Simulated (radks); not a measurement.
Values are calculated unless marked as measured or tabulated.
Orbital eigenvalues (eV) of the tellurium ion Te3+, [Kr] 4d10 5s2 5p1, at several levels of relativity; Dirac values are averaged over j with weights 2j + 1. Spin-unpolarised spherical Kohn-Sham, PBE, point nucleus unless stated (finite: rms radius 4.7423 fm), a radial shooting solver on a logarithmic mesh with Libxc functionals. A level marked "c x" has the speed of light scaled by that factor and shares open shells by 2j + 1; other Dirac levels either fill j = l - 1/2 first or share by 2j + 1.

shell  non-rel.  scalar-rel.  Dirac, 2j+1 shares, finite nucleus  Dirac, c x 1.5  change of magnitude, last against first (%)
1s       -30427       -31661                              -31636          -30943                                        +1.69
2s      -4579.7      -4881.6                             -4876.3         -4705.4                                        +2.74
2p      -4299.4      -4385.3                             -4387.8         -4337.2                                        +0.88
3s      -933.74      -996.37                             -995.35         -959.84                                        +2.79
3p      -816.61      -835.04                             -835.62         -824.76                                        +1.00
3d      -599.08      -591.19                             -590.53         -595.38                                        -0.62
4s      -182.72      -195.27                             -195.12         -187.95                                        +2.87
4p      -142.38      -145.26                             -145.44         -143.68                                        +0.91
4d      -74.157      -72.339                             -72.302         -73.345                                        -1.09
5s      -41.028      -42.693                             -42.675         -41.722                                        +1.69
5p      -31.451      -31.607                             -31.632         -31.527                                        +0.24
